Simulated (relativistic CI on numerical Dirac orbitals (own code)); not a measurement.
**Mo2+ (4d4) in a crystal field**

Calculated by Dirac-Coulomb-Breit CI, KLI orbitals optimised for each configuration, QED by a radiative potential, valence Slater integrals scaled by 0.75, one configuration in a parametric crystal field (own radial code).

Field parameters in Wybourne normalisation: Oh B⁴₀ = 21Dq, B⁴₄ = √(5/14) B⁴₀. The field is a parameter set, without covalency.

S is read from ⟨S²⟩ = S(S + 1).

Levels (cm⁻¹, degeneracy): 0 (1), 395 (3), 988 (3), 991 (2), 7571 (3), 8308 (2), 14077 (1), 14085 (3), 14093 (2), 14102 (3), 14109 (1), 16356 (1).

Problem. Which field gives this pattern?
A. Oh, 10Dq = 31100 cm⁻¹
B. Oh, 10Dq = 8500 cm⁻¹
C. Oh, 10Dq = 27350 cm⁻¹
D. Oh, 10Dq = 23550 cm⁻¹

Solution. C. Oh, 10Dq = 27350 cm⁻¹, ground level with S = 1.00.
